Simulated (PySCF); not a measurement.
Correlation energy of Ca (calcium, neutral)

[Ar] 4s1 4p1, 4s spin antiparallel (an excited configuration). Calculation: PySCF 2.14, in aug-cc-pwCVQZ-X2C (11s10p8d6f3g, 150 functions); scalar relativity by spin-free X2C-1e. Frozen: [Ne]; 10 electrons correlated.

MP2 pair energies summed by pair of shells (mhartree):

| pair | energy | share (%) |
| --- | --- | --- |
| 3p-3p | -180.16 | 64.7 |
| 3s-3p | -50.00 | 18.0 |
| 3p-4s | -16.90 | 6.1 |
| 4s-4p | -14.28 | 5.1 |
| 3s-3s | -9.71 | 3.5 |
| 3p-4p | -5.72 | 2.1 |
| 3s-4s | -1.19 | 0.4 |
| 3s-4p | -0.36 | 0.1 |

Total MP2 correlation energy: -278.31 mhartree.

Same-spin part -68.95 and opposite-spin part -209.37 mhartree; SCS-MP2 scales them by 1/3 and 6/5 to -274.22 mhartree.
